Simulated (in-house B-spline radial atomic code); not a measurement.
Orbital energies and mean radii along the 16-electron series, configuration [Ne] 3s2 3p4. The effective charge is n√(-2ε), a non-relativistic measure. Computed with an all-electron radial atomic-structure program (B-spline basis): Dirac-Hartree-Fock, average of the configuration, finite nuclei.

```
  ion   Z  energy of 3p3/2 (Eh)  mean radius of 3p3/2 (bohr)  energy of 3p1/2 (Eh)  mean radius of 3p1/2 (bohr)  energy of 2p1/2 (Eh)  mean radius of 2p1/2 (bohr)  effective charge of 3p3/2
Ga15+  31               -20.214                      0.56261               -20.417                      0.55701               -62.681                      0.18653                     19.075
Ge16+  32               -22.442                      0.53772               -22.681                      0.53203               -68.531                      0.17945                     20.099
As17+  33               -24.784                      0.51496               -25.062                      0.50917               -74.651                      0.17285                     21.121
Se18+  34                     ?                            ?                     ?                            ?                     ?                            ?                          ?
Br19+  35               -29.805                       0.4748               -30.179                      0.46881               -87.708                      0.16095                     23.162
Kr20+  36               -32.486                      0.45699               -32.915                      0.45088               -94.647                      0.15555                     24.182
Rb21+  37               -35.279                      0.44046                -35.77                      0.43425               -101.86                      0.15048                       25.2
Sr22+  38               -38.186                      0.42509               -38.746                      0.41876               -109.36                      0.14571                     26.217
Zr24+  40                -44.34                      0.39735               -45.057                      0.39078               -125.19                      0.13695                     28.251
Nb25+  41               -47.588                      0.38478               -48.396                       0.3781               -133.53                      0.13292                     29.267
Mo26+  42               -50.949                      0.37298               -51.856                      0.36618               -142.15                       0.1291                     30.283
Tc27+  43                     ?                            ?                     ?                            ?                     ?                            ?                          ?
Ru28+  44                     ?                            ?                     ?                            ?                     ?                            ?                          ?
Rh29+  45               -61.717                      0.34152               -62.978                      0.33434               -169.77                      0.11874                      33.33
Pd30+  46               -65.535                      0.33216               -66.935                      0.32486               -179.56                      0.11561                     34.346
Ag31+  47               -69.468                       0.3233               -71.018                      0.31586               -189.65                      0.11262                     35.361
Cd32+  48               -73.516                      0.31489               -75.228                      0.30732               -200.05                      0.10977                     36.377
In33+  49               -77.679                      0.30689               -79.567                      0.29919               -210.74                      0.10703                     37.393
Sn34+  50               -81.957                      0.29929               -84.034                      0.29145               -221.75                      0.10441                     38.409
```

(1) Fill in the row of Se18+.

(2) Fill in the row of Tc27+.

(3) Fill in the row of Ru28+.

(4) How does the screening of 3p3/2 change?

Results:

(1) energy of 3p3/2 (Eh): -27.238; mean radius of 3p3/2 (bohr): 0.49406; energy of 3p1/2 (Eh): -27.562; mean radius of 3p1/2 (bohr): 0.48817; energy of 2p1/2 (Eh): -81.043; mean radius of 2p1/2 (bohr): 0.1667; effective charge of 3p3/2: 22.142.

(2) energy of 3p3/2 (Eh): -54.424; mean radius of 3p3/2 (bohr): 0.36188; energy of 3p1/2 (Eh): -55.439; mean radius of 3p1/2 (bohr): 0.35495; energy of 2p1/2 (Eh): -151.07; mean radius of 2p1/2 (bohr): 0.12548; effective charge of 3p3/2: 31.299.

(3) energy of 3p3/2 (Eh): -58.013; mean radius of 3p3/2 (bohr): 0.35141; energy of 3p1/2 (Eh): -59.146; mean radius of 3p1/2 (bohr): 0.34435; energy of 2p1/2 (Eh): -160.27; mean radius of 2p1/2 (bohr): 0.12203; effective charge of 3p3/2: 32.315.

(4) Z less the effective charge goes from 11.93 at Z = 31 to 11.59 at Z = 50.
